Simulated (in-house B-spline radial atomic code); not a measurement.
# Ionising S9+ with different functionals

Computed with a radial B-spline atomic code at the basis-set limit: scalar-relativistic (spin-free X2C) Hamiltonian, Fermi nucleus of rms radius 3.2611 fm, spin-polarised at highest spin, spherical fractional occupations for the functionals, the average over the highest-spin determinants for Hartree-Fock. The ionisation energy is the difference of two self-consistent energies, [He] 2s2 2p3 → [He] 2s2 2p2, without Breit or QED terms; ε is the level of the shell that loses the electron (its least bound occupied spin orbital).

Hybrids are left out here: with spherical fractional occupations of an open shell their exact exchange keeps a self-interaction that integer-occupation calculations don't have.

```csv
method,rung,ΔSCF (eV),-ε(2p) (eV)
Hartree-Fock,Hartree-Fock,448.80,450.32
LDA VWN5,LDA,448.76,420.85
LDA PW92,LDA,448.75,420.84
LDA exchange-only,LDA,446.90,419.05
PBE,GGA,449.17,421.26
PBEsol,GGA,448.76,420.87
BLYP,GGA,449.35,421.33
RPBE,GGA,449.15,421.26
PW91,GGA,449.52,421.59
BP86,GGA,449.24,421.31
AM05,GGA,448.58,420.71
OLYP,GGA,450.42,422.58
TPSS,meta-GGA,449.81,422.01
SCAN,meta-GGA,452.17,424.85
r2SCAN,meta-GGA,451.92,424.62
revTPSS,meta-GGA,449.36,421.62
```

**Question.** How do they compare with the NIST value?

**Answer.** NIST lists 447.7 eV ± 0.3 (semi-empirical, ground level to ground level). Errors run from -0.80 to +4.47 eV; AM05 is closest (+0.88 eV), though others lie within the uncertainty of it, and part of that can be cancellation, since the calculations leave out spin-orbit coupling, Breit-QED terms, multiplet and fine-structure energies. Hartree-Fock also lacks correlation.
